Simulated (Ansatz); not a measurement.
`[CH3][Ge]([F])([F])[Cl]` + HBr → `[F][Ge]([F])([Cl])[Br]` + CH₄ at 298.15 K and 1 bar (ligand exchange at a Ge–C bond).

Gas-phase electronic energies from Ansatz, PBE0-D4/def2-TZVP geometries. CCSD(T)/CBS adds triple-zeta CCSD(T) − MP2 to the extrapolated MP2 energy (def2 sets, frozen cores). This one scheme is used for every species. For Br, Ge outer-core shells are correlated without core-valence functions, which leaves a few kJ/mol of doubt a bond. Scalar relativity is left out up to krypton.

| species | CCSD(T)/CBS energy (Eh) | H − E (kJ/mol) | S (J/(mol·K)) |
| --- | --- | --- | --- |
| `[CH3][Ge]([F])([F])[Cl]` | -2775.47323 | 134.3 | 357.1 |
| HBr | -2573.91920 | 24.6 | 198.6 |
| `[F][Ge]([F])([Cl])[Br]` | -5308.95213 | 39.1 | 358.7 |
| CH₄ | -40.46206 | 127.4 | 186.2 |

H − E and S are ideal-gas, rigid-rotor, harmonic terms from PBE0-D4/def2-TZVP. 1 Eh = 2625.50 kJ/mol, R = 8.31446 J/(mol·K).

Question: By hand: ΔE, ΔH, ΔS and ΔG.

Answer: ΔE = (-5308.95213) + (-40.46206) − (-2775.47323) − (-2573.91920) = -0.02176 Eh = -57.1 kJ/mol. Δ(H − E) = 39.1 + 127.4 − 134.3 − 24.6 = 7.6, so ΔH = -49.5 kJ/mol. ΔS = 358.7 + 186.2 − 357.1 − 198.6 = -10.8 J/(mol·K). ΔG = -49.5 − 298.15 × (-10.8)/1000 = -46.3 kJ/mol.

Question: By hand: the equilibrium constant, and the temperature at which ΔG would vanish if ΔH and ΔS stayed fixed.

Answer: log₁₀ K = −ΔG/(RT ln 10) = 8.1. ΔG = 0 at ΔH/ΔS = 4583 K, far beyond where these terms or the molecules hold.

The number of gas molecules stays the same, so ΔS is small and ΔH decides. A doubt of 5 kJ/mol in ΔE shifts log₁₀ K by 0.9 here. These are equilibria of isolated gas molecules and say nothing of rates. Largest T1 diagnostic: 0.011 (customary marks: 0.02 for closed shells, 0.045 for open ones).
